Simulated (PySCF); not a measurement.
## SeSI₂, singlet: computed properties

These are results of PBE in PySCF with Se def2-SVP, S def2-SVP, I def2-SVP with ECP28; scalar-relativistic core potentials, no spin–orbit coupling; density-fitted integrals, not measurements.

The structure is a minimum.

```xyz
4
charge 0 multiplicity 1, angstrom
Se   -0.0006   -1.1040    0.0000
S    -1.8582   -1.9830    0.0000
I     0.2343    0.5974    2.0926
I     0.2343    0.5974   -2.0926
```

| Quantity | Value |
| --- | --- |
| Point group | Cs |
| Bond lengths | Se–I 2.707 Å (×2), Se–S 2.055 Å |
| Bond angles | I–Se–I 101.2°, I–Se–S 110.3° (×2) |
| Heat capacity Cp at 298.15 K | 78.3 J/(mol K) |
| Rotational constants | 0.03848, 0.01466, 0.01116 cm⁻¹ |
| Principal polarisabilities | 56.1, 132.8, 153.9 bohr³ |
| Dipole moment | 0.96 D |
| Enthalpy at 298.15 K above 0 K | 19.43 kJ/mol |
| Principal quadrupole moments (Buckingham, traceless) about the centre of mass | -1.76, -0.59, 2.35 D Å |
| Highest occupied level | -6.46 eV |
| Rotational symmetry number | 1 |
| Lowest empty level | -4.85 eV |
| Atomisation energy without zero-point energy | 709 kJ/mol |
| Entropy at 298.15 K and 1 bar | 384.2 J/(mol K) |
| Zero-point energy | 7.0 kJ/mol |

Harmonic modes (masses in u: Se 79.917, S 31.972, I 126.904):
| symmetry | ω (cm⁻¹) | IR (km/mol) | μ (u) | type |
| --- | --- | --- | --- | --- |
| a' | 54 | 0.0 | 106.79 | bend |
| a'' | 104 | 3.1 | 42.14 | bend |
| a' | 121 | 1.3 | 48.43 | bend |
| a' | 183 | 10.1 | 83.92 | mixed |
| a'' | 187 | 39.4 | 77.18 | mixed |
| a' | 525 | 47.2 | 38.62 | stretch |

Charges (e):
| atom | Mulliken | Löwdin | polar tensor | Mayer order to Se1 |
| --- | --- | --- | --- | --- |
| Se1 | 0.21 | 0.25 | 1.08 | – |
| S2 | -0.08 | -0.07 | -0.30 | 1.64 |
| I3,4 | -0.07 | -0.09 | -0.39 | 0.76 |
Other Mayer orders above 0.3: S–I 0.32 (×2).

Mulliken populations on Se1: s 7.91, p 15.66, d 10.22.

Outer orbital energies (eV). occupied: -10.31, -9.62, -7.14, -7.07, -6.75, -6.65, -6.59, -6.46; empty: -4.85, -4.25, -1.92, 4.54.

Counting electrons, selenium keeps 2 of its valence electrons outside its bonds, so the VSEPR class is AX3E1 and the expected shape is trigonal pyramidal; with unlike ligands the computed point group is Cs.

Other isomers or separated fragments may lie lower.

The final relaxation and frequency run took 82 s on 2 threads of a shared Arm Neoverse V1 host, with 102 basis functions and 15 gradients; the process peaked at 1 GiB.
